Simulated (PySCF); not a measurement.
SMILES COc1ccc(O)s1 (C₅H₆O₂S) (GFN2-xTB optimised geometry):

```
14

C     -2.344    -1.993    -0.020
O     -0.956    -2.216     0.003
C     -0.163    -1.125     0.000
C      1.193    -1.125     0.000
C      1.755     0.178     0.000
C      0.822     1.159    -0.001
O      1.046     2.492    -0.001
S     -0.799     0.505     0.000
H     -2.669    -1.428     0.860
H     -2.642    -1.445    -0.921
H     -2.810    -2.976    -0.018
H      1.773    -2.027     0.000
H      2.810     0.376    -0.001
H      0.213     2.976    -0.002
```

Calculation: B3LYP/def2-TZVP run with PySCF.

### Question
What are the frontier orbital energies and the dipole moment?

### Answer
HOMO-2 -8.55 eV, HOMO-1 -7.03 eV, HOMO -5.27 eV, LUMO -0.45 eV, LUMO+1 0.11 eV; dipole moment 2.31 D.

Meta-Löwdin charges at B3LYP/def2-TZVP: C1 -0.12, O2 -0.32, C3 0.07, C4 -0.20, C5 -0.20, C6 0.08, O7 -0.46, S8 0.17, H9 0.11, H10 0.11, H11 0.13, H12 0.13, H13 0.13, H14 0.35.
